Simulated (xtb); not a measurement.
H$_{3}$Cl$_{2}$OSiTi (SMILES [SiH3][O][Ti]([Cl])[Cl]), doublet, from a rough starting geometry (GFN-xTB shapes and energies of metal compounds can be far from the true ones) (the multiplicity is a formal guess); GFN2-xTB (xtb).

Here is a job for xtb.
```
$ xtb mol.xyz --gfn 2 --uhf 1 --opt vtight --json

# file mol.xyz
8

Ti     0.21200785     0.49351999     1.62601030
Cl     0.15010608    -0.77509093     3.32547239
Cl     1.22861526     2.26212358     1.85525974
O     -0.34736534     0.02952218     0.16508009
Si    -0.31969163    -0.35779785    -1.47341176
H      0.31808054     0.71566368    -2.10807104
H     -1.72469241    -0.62324207    -1.92054626
H      0.47377149    -1.66955410    -1.49303804
```

### Question
Predict the main parts of the log of this xtb run.

### Answer

```
   ID    Z sym.   atoms
    1   22 Ti     1
    2   17 Cl     2, 3
    3    8 O      4
    4   14 Si     5
    5    1 H      6-8

           -------------------------------------------------
          |                Calculation Setup                |
           -------------------------------------------------

molecular fragmentation (1/2 indicates fragments):
11111112
# atoms in fragment 1/2:     7     1
 fragment masses (1/2) :      164.87        1.01
CMA distance (Bohr)    :   6.628
constraining FC (au)   :  0.0500

           -------------------------------------------------
          |                 G F N 2 - x T B                 |
           -------------------------------------------------

          ...................................................
          :                      SETUP                      :
          :.................................................:
          :  # basis functions                  47          :
          :  # atomic orbitals                  43          :
          :  # shells                           17          :
          :  # electrons                        31          :
          :  max. iterations                   250          :
          :  Hamiltonian                  GFN2-xTB          :
          :  restarted?                      false          :
          :  GBSA solvation                  false          :
          :  PC potential                    false          :
          :  electronic temp.          300.0000000     K    :
          :  accuracy                    1.0000000          :
          :  -> integral cutoff          0.2500000E+02      :
          :  -> integral neglect         0.1000000E-07      :
          :  -> SCF convergence          0.1000000E-05 Eh   :
          :  -> wf. convergence          0.1000000E-03 e    :
          :  Broyden damping             0.4000000          :
          :  net charge                          0          :
          :  unpaired electrons                  1          :
          ...................................................

 iter      E             dE          RMSdq      gap      omega  full diag
   1    -18.1242952 -0.181243E+02  0.131E+01    0.75       0.0  T
   2    -18.2904477 -0.166152E+00  0.424E+00    0.72       1.0  T
   3    -18.2978988 -0.745111E-02  0.338E+00    0.75       1.0  T
   4    -18.2980635 -0.164741E-03  0.112E+00    0.78       1.0  T
   5    -18.2987361 -0.672615E-03  0.109E+00    0.77       1.0  T
   6    -18.2993681 -0.631990E-03  0.352E-01    0.76       1.0  T
   7    -18.2995212 -0.153111E-03  0.141E-01    0.77       1.0  T
   8    -18.2995397 -0.184221E-04  0.289E-02    0.77       1.2  T
   9    -18.2995397 -0.495073E-07  0.288E-02    0.76       1.2  T
  10    -18.2995414 -0.172476E-05  0.156E-02    0.76       2.3  T
  11    -18.2995418 -0.410471E-06  0.331E-03    0.76      10.7  T
  12    -18.2995419 -0.110623E-07  0.205E-03    0.76      17.3  T
  13    -18.2995419 -0.112651E-07  0.995E-04    0.76      35.5  T
  14    -18.2995419 -0.246070E-08  0.675E-04    0.76      52.4  T

   *** convergence criteria satisfied after 14 iterations ***

         :::::::::::::::::::::::::::::::::::::::::::::::::::::
         ::                     SUMMARY                     ::
         :::::::::::::::::::::::::::::::::::::::::::::::::::::
         :: total energy             -18.212759106484 Eh    ::
         :: gradient norm              0.091002180188 Eh/a0 ::
         :: HOMO-LUMO gap              0.764221209664 eV    ::
         ::.................................................::
         :: SCC energy               -18.299532621957 Eh    ::
         :: -> isotropic ES            0.069025213407 Eh    ::
         :: -> anisotropic ES         -0.001336676923 Eh    ::
         :: -> anisotropic XC         -0.000688835605 Eh    ::
         :: -> dispersion             -0.006539680367 Eh    ::
         :: repulsion energy           0.086773515473 Eh    ::
         :: add. restraining           0.000000000000 Eh    ::
         :: total charge              -0.000000000000 e     ::
         :::::::::::::::::::::::::::::::::::::::::::::::::::::

      -----------------------------------------------------------
     |                   =====================                   |
     |                        A N C O P T                        |
     |                   =====================                   |
     |               Approximate Normal Coordinate               |
     |                Rational Function Optimizer                |
      -----------------------------------------------------------
      -----------------------------------------------------------
     |                   =====================                   |
     |                        A N C O P T                        |
     |                   =====================                   |
     |               Approximate Normal Coordinate               |
     |                Rational Function Optimizer                |
      -----------------------------------------------------------

          ...................................................
          :                      SETUP                      :
          :.................................................:
          :   optimization level         verytight          :
          :   max. optcycles                   200          :
          :   ANC micro-cycles                  20          :
          :   degrees of freedom                18          :
          :.................................................:
          :   RF solver                   davidson          :
          :   write xtbopt.log                true          :
          :   linear?                        false          :
          :   energy convergence         0.1000000E-06 Eh   :
          :   grad. convergence          0.2000000E-03 Eh/α :
          :   maxmium RF displ.          1.0000000          :
[...]
 * total energy  :   -18.2213691 Eh     change       -0.1032859E-04 Eh
 * total energy  :   -18.2213732 Eh     change       -0.4095405E-05 Eh
 * total energy  :   -18.2213759 Eh     change       -0.2732983E-05 Eh
 * total energy  :   -18.2213768 Eh     change       -0.8511160E-06 Eh
 * total energy  :   -18.2213777 Eh     change       -0.8671791E-06 Eh
 * total energy  :   -18.2213790 Eh     change       -0.1321032E-05 Eh
 * total energy  :   -18.2213801 Eh     change       -0.1154999E-05 Eh
 * total energy  :   -18.2213811 Eh     change       -0.9973464E-06 Eh
 * total energy  :   -18.2213822 Eh     change       -0.1099414E-05 Eh
 * total energy  :   -18.2213833 Eh     change       -0.1074035E-05 Eh
 * total energy  :   -18.2213839 Eh     change       -0.5744723E-06 Eh
 * total energy  :   -18.2213840 Eh     change       -0.1314407E-06 Eh
 * total energy  :   -18.2213841 Eh     change       -0.4210835E-07 Eh
   *** GEOMETRY OPTIMIZATION CONVERGED AFTER 38 ITERATIONS ***
[...]

         :::::::::::::::::::::::::::::::::::::::::::::::::::::
         ::                     SUMMARY                     ::
         :::::::::::::::::::::::::::::::::::::::::::::::::::::
         :: total energy             -18.221384056119 Eh    ::
         :: gradient norm              0.000035462716 Eh/a0 ::
         :: HOMO-LUMO gap              0.716682155255 eV    ::
         ::.................................................::
         :: SCC energy               -18.297265017873 Eh    ::
         :: -> isotropic ES            0.066419011452 Eh    ::
         :: -> anisotropic ES          0.000543217586 Eh    ::
         :: -> anisotropic XC          0.000192146123 Eh    ::
         :: -> dispersion             -0.006502874169 Eh    ::
         :: repulsion energy           0.075880961754 Eh    ::
         :: add. restraining           0.000000000000 Eh    ::
         :: total charge              -0.000000000009 e     ::
         :::::::::::::::::::::::::::::::::::::::::::::::::::::

           -------------------------------------------------
          |                Property Printout                |
           -------------------------------------------------

    * Orbital Energies and Occupations

         #    Occupation            Energy/Eh            Energy/eV
      -------------------------------------------------------------
         1        2.0000           -1.0903491             -29.6699
       ...           ...                  ...                  ...
         4        2.0000           -0.6667485             -18.1431
         5        2.0000           -0.5345854             -14.5468
         6        2.0000           -0.5028318             -13.6828
         7        2.0000           -0.4942685             -13.4497
         8        2.0000           -0.4781269             -13.0105
         9        2.0000           -0.4616199             -12.5613
        10        2.0000           -0.4521372             -12.3033
        11        2.0000           -0.4466248             -12.1533
        12        2.0000           -0.4434967             -12.0682
        13        2.0000           -0.4423861             -12.0379
        14        2.0000           -0.4302749             -11.7084
        15        2.0000           -0.4292706             -11.6810
        16        1.0000           -0.3353317              -9.1248 (HOMO)
        17        0.0000           -0.3089942              -8.4082 (LUMO)
        18                         -0.2979715              -8.1082
        19                         -0.2593860              -7.0583
        20                         -0.2563006              -6.9743
        21                         -0.1884413              -5.1277
        22                         -0.1764152              -4.8005
        23                         -0.1738064              -4.7295
        24                         -0.0394169              -1.0726
        25                         -0.0152962              -0.4162
        26                          0.0023136               0.0630
        27                          0.0053120               0.1445
       ...                                ...                  ...
        43                          0.9300302              25.3074
      -------------------------------------------------------------
                  HL-Gap            0.0263376 Eh            0.7167 eV
             Fermi-level           -0.3522321 Eh           -9.5847 eV

     #   Z          covCN         q      C6AA      α(0)
     1  22 Ti       2.373     0.773   203.707    34.948
     2  17 Cl       0.760    -0.277   107.770    15.880
     3  17 Cl       0.760    -0.278   107.823    15.884
     4   8 O        1.497    -0.524    23.549     6.544
     5  14 Si       3.644     0.520    97.085    18.894
     6   1 H        0.917    -0.071     4.661     3.377
     7   1 H        0.916    -0.071     4.655     3.375
     8   1 H        0.916    -0.071     4.658     3.376

 Mol. C6AA /au·bohr⁶  :       3064.835912
 Mol. C8AA /au·bohr⁸  :     168612.784806
 Mol. α(0) /au        :        102.276206

Wiberg/Mayer (AO) data.
largest (>0.10) Wiberg bond orders for each atom

 ---------------------------------------------------------------------------
     #   Z sym  total        # sym  WBO       # sym  WBO       # sym  WBO
 ---------------------------------------------------------------------------
     1  22 Ti   3.516 --     2 Cl   1.139     3 Cl   1.135     4 O    1.073
                             5 Si   0.134
     2  17 Cl   1.267 --     1 Ti   1.139
     3  17 Cl   1.264 --     1 Ti   1.135
     4   8 O    2.336 --     1 Ti   1.073     5 Si   1.069
     5  14 Si   3.841 --     4 O    1.069     6 H    0.876     7 H    0.870
                             8 H    0.868     1 Ti   0.134
     6   1 H    0.994 --     5 Si   0.876
     7   1 H    0.994 --     5 Si   0.870
     8   1 H    0.994 --     5 Si   0.868
 ---------------------------------------------------------------------------

Topologies differ in total number of bonds
Writing topology from bond orders to xtbtopo.mol

molecular dipole:
                 x           y           z       tot (Debye)
 q only:       -0.434      -0.367      -1.127
   full:       -0.317      -0.246      -0.820       2.319
molecular quadrupole (traceless):
                xx          xy          yy          xz          yz          zz
 q only:        4.785      -2.054      -2.829      -2.327       0.756      -1.956
  q+dip:        6.320      -2.711      -2.405      -3.741      -0.007      -3.914
   full:        6.656      -2.837      -3.149      -3.623       0.538      -3.507

optimized geometry written to: xtbopt.xyz

           -------------------------------------------------
          | TOTAL ENERGY              -18.221384056119 Eh   |
          | GRADIENT NORM               0.000035462716 Eh/α |
          | HOMO-LUMO GAP               0.716682155255 eV   |
           -------------------------------------------------
```
